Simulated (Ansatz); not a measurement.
`CS[CH2][GeH3]` → `C[S][GeH3]` + `[CH2]` (triplet) at 298.15 K and 1 bar (formal loss of a carbene).

Gas-phase electronic energies from Ansatz, PBE0-D4/def2-TZVP geometries. CCSD(T)/CBS adds triple-zeta CCSD(T) − MP2 to the extrapolated MP2 energy (def2 sets, frozen cores). This one scheme is used for every species. Triplets are unrestricted, without spin–orbit coupling. For Ge outer-core shells are correlated without core-valence functions, which leaves a few kJ/mol of doubt a bond. Scalar relativity is left out up to krypton. Each species was taken in one conformer, which may not be the lowest.

```
          species  CCSD(T)/CBS energy (Eh)  H − E (kJ/mol)  S (J/(mol·K))
  `CS[CH2][GeH3]`              -2554.79452           255.8          356.5
     `C[S][GeH3]`              -2515.55711           181.3          324.6
`[CH2]` (triplet)                -39.09499            55.4          195.3
```

H − E and S are ideal-gas, rigid-rotor, harmonic terms from PBE0-D4/def2-TZVP, for one conformer and one mirror image of each species, with the whole ground term of open shells counted as degenerate. 1 Eh = 2625.50 kJ/mol, R = 8.31446 J/(mol·K).

By hand: ΔE, ΔH, ΔS and ΔG.

ΔE = (-2515.55711) + (-39.09499) − (-2554.79452) = 0.14242 Eh = 373.9 kJ/mol. Δ(H − E) = 181.3 + 55.4 − 255.8 = -19.1, so ΔH = 354.8 kJ/mol. ΔS = 324.6 + 195.3 − 356.5 = 163.4 J/(mol·K). ΔG = 354.8 − 298.15 × (163.4)/1000 = 306.1 kJ/mol.

By hand: the equilibrium constant, and the temperature at which ΔG would vanish if ΔH and ΔS stayed fixed.

log₁₀ K = −ΔG/(RT ln 10) = -53.6. ΔG = 0 at ΔH/ΔS = 2171 K.

The number of gas molecules changes by +1, which sets the sign of ΔS. A doubt of 5 kJ/mol in ΔE shifts log₁₀ K by 0.9 here. Other conformers and mirror images would add mixing entropy, several J/(mol·K) or more a flexible species. A triplet takes part, so the spin changes. These are equilibria of isolated gas molecules and say nothing of rates. Largest T1 diagnostic: 0.011 (customary marks: 0.02 for closed shells, 0.045 for open ones).
